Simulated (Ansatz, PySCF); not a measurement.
This Ansatz (a quantum-chemistry and plane-wave program) input computes a BLYP/def2-TZVPD energy:

Ansatz 0.2 input:
```yaml
crystal:
  periodic: [false, false, false]
  atoms:
    - {symbol: Sb, position_ang: [-0.01789393, -0.02052109, 0.03712467]}
    - {symbol: H, position_ang: [-0.47119233, 1.33856049, -0.94307278]}
    - {symbol: H, position_ang: [1.38378293, -0.29198507, -0.95028532]}
basis:
  gaussian:
    orbitals: def2-TZVPD
hamiltonian:
  xc: {name: BLYP}
total_charge: -1
output: {forces: true}
```

Problem. Write an input for the same energy in PySCF and say what it gives.

Solution. 
```python
from pyscf import gto, scf, dft

mol = gto.M(
    atom='''
    Sb   -0.01789393   -0.02052109    0.03712467
    H    -0.47119233    1.33856049   -0.94307278
    H     1.38378293   -0.29198507   -0.95028532
    ''',
    basis='def2-tzvpd',
    ecp='def2-tzvp',
    charge=-1,
    spin=0,
    verbose=4,
)

mf = dft.RKS(mol, xc='blyp').density_fit(auxbasis='def2-universal-jkfit')
mf.grids.level = 3
mf.conv_tol = 1e-9
mf.max_cycle = 100
mf.max_memory = 1500
mf.kernel()
if not mf.converged:
    mf = mf.newton()
    mf.kernel(mf.make_rdm1())
mf.analyze()
```
It gives -241.40729 Eh, and Ansatz -241.40726 Eh, a difference of 0.03 mEh, from the treatment of integrals and grids.

Whether it binds its extra electron was not tested at this geometry.
